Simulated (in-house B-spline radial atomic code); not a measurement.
Settings and results of a run for Ta3+ (with a hole in an inner shell). Level of theory: Dirac-Kohn-Sham PBE, spherical fractional occupations, Fermi nucleus of rms radius 5.3507 fm; calculated with a radial B-spline atomic code at the basis-set limit.

In the input, a minus or plus after the letter marks the j = l - 1/2 or j = l + 1/2 subshell.

Command:
```bash
python run_scf.py task.json out
```
Settings (nuclear radius in fm, mass in u):
```
Z                73
configuration    1s2 2s2 2p-2 2p+3 3s2 3p6 3d10 4s2 4p6 4d10 4f14 5s2 5p6 5d3
hamiltonian      dirac
method           pbe,pbe
spin_polarised   False
nucleus          fermi
rms_radius       5.3507
atomic_mass      180.948
speed_of_light   137.035999084
```

Output (hartree, bohr):
```
 radial grid: 72 intervals, B-splines of order 8, outer radius 39.1892 bohr

 iter        energy (Eh)    residual
    1      -15256.101232    6.99e-01
    2      -15256.168712    3.76e-01
    3      -15258.847587    1.33e-01
    4      -15259.126105    4.65e-02
    5      -15259.018565    8.60e-02
    6      -15259.176269    9.12e-03
    7      -15259.177810    2.93e-04
    8      -15259.177812    6.26e-05
    9      -15259.177812    4.43e-06
   10      -15259.177812    2.61e-08

 total energy                    -15259.17781
 kinetic                           17164.0019
 electron-nucleus                 -38014.1879
 Hartree                            5899.3289
 exchange-correlation               -308.3207

 first-order corrections (not in the total)
   Gaunt                            17.2541
   retardation                      -1.7652
   frequency dependence             -0.2458
   self-energy                      13.2536
   Uehling                          -2.4654
   Wichmann-Kroll                    0.0958
   recoil                            0.0298

 orbital      occ     eigenvalue          <r>       <r^2>       <1/r>     <1/r^3>       <r^4>       r_max    small
 1s1/2      2.000     -2484.1631    0.0186603 0.000478511     85.4143           - 6.19791e-07     0.01168  7.56e-02
 2s1/2      2.000      -432.5189    0.0780163  0.00725484     20.8451           - 9.16703e-05     0.06686  1.72e-02
 2p1/2      2.000      -414.8529    0.0645197  0.00517327     20.8128           - 5.50025e-05     0.04973  1.73e-02
 2p3/2      3.000      -367.6024    0.0722922  0.00635767     17.5861     15935.1 7.90848e-05     0.05641  1.57e-02
 3s1/2      2.000      -100.7239     0.202509   0.0470218     7.69377           -  0.00334119      0.1875  5.72e-03
 3p1/2      2.000       -92.6493     0.192066    0.042993     7.62005           -   0.0029278      0.1753  5.67e-03
 3p3/2      4.000       -82.3332     0.206436   0.0494516     6.77798     3682.67   0.0038344      0.1889  5.20e-03
 3d3/2      4.000       -68.6341     0.179935   0.0380181      6.6958     631.703  0.00255898      0.1474  5.12e-03
 3d5/2      6.000       -66.3289     0.184402   0.0398001     6.49312     538.905    0.002782      0.1512  4.99e-03
 4s1/2      2.000       -21.5757     0.453536    0.232444     3.23488           -   0.0784908      0.4249  1.88e-03
 4p1/2      2.000       -18.1591      0.45788    0.238858     3.13076           -   0.0851741      0.4238  1.80e-03
 4p3/2      4.000       -15.7703     0.490341    0.273623     2.83727     917.714    0.111743      0.4527  1.62e-03
 4d3/2      4.000       -10.0912     0.505104    0.295847     2.63421     128.269    0.141356      0.4475  1.43e-03
 4d5/2      6.000        -9.6392     0.516338    0.308998      2.5626     107.165    0.154247      0.4567  1.38e-03
 4f5/2      6.000        -2.3687      0.59871    0.448691     2.11071     19.8421    0.469398      0.4249  9.90e-04
 4f7/2      8.000        -2.2855     0.608085    0.463527     2.07986     18.9011    0.503999      0.4299  9.68e-04
 5s1/2      2.000        -3.8974      1.07484     1.29717     1.25412           -     2.46627      0.9721  4.21e-04
 5p1/2      2.000        -2.8712      1.17683     1.56588     1.13089           -     3.71713        1.04  3.49e-04
 5p3/2      4.000        -2.5195      1.27191     1.82894     1.03032     132.768     5.07924        1.12  3.02e-04
 5d3/2      1.200        -1.1672      1.72728     3.45406    0.745321     10.1694     20.0918       1.411  1.62e-04
 5d5/2      1.800        -1.1323       1.7722     3.63442    0.724448     8.35881      22.199       1.449  1.54e-04
```

Cost of the run: 0.99 s on 1 thread of Arm Neoverse V2, with other jobs on the host.

For the Dirac Hamiltonian the kinetic term is c α·p + (β - 1)c².
